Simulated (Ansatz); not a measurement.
The input (input.yaml):

```yaml
crystal:
  periodic: [false, false, false]
  atoms:
    - { symbol: Si, position_ang: [0.08234, 1.34736, 0.15831] }
    - { symbol: "N", position_ang: [-0.35424, -0.34394, 0.23711] }
    - { symbol: B, position_ang: [0.21027, -1.44126, -0.4042] }
    - { symbol: Cl, position_ang: [-0.47013, -3.00286, -0.16885] }
    - { symbol: H, position_ang: [-0.78102, 2.00444, -0.82756] }
    - { symbol: H, position_ang: [-0.15966, 1.86442, 1.50585] }
    - { symbol: H, position_ang: [1.48832, 1.42729, -0.22145] }
    - { symbol: H, position_ang: [-1.1608, -0.5378, 0.81661] }
    - { symbol: H, position_ang: [1.14492, -1.31765, -1.09581] }
basis:
  gaussian: { orbitals: def2-SVP }
hamiltonian:
  xc: b3lyp
relax:
  f_tol: 0.02
  max_steps: 50
```

Launched with:

```bash
$ ansatz run input.yaml --threads 2 --pin off --max-ram 3072MiB --backend cpu --events-out ev --progress --plain --runs-dir out
```

Hardware: 2 threads of Arm Neoverse V1, with other jobs on the host.

**Question.** Roughly how long does this run take, and how much memory?

**Answer.** 28 s, with a peak of 0.17 GiB, for 13 ionic steps.
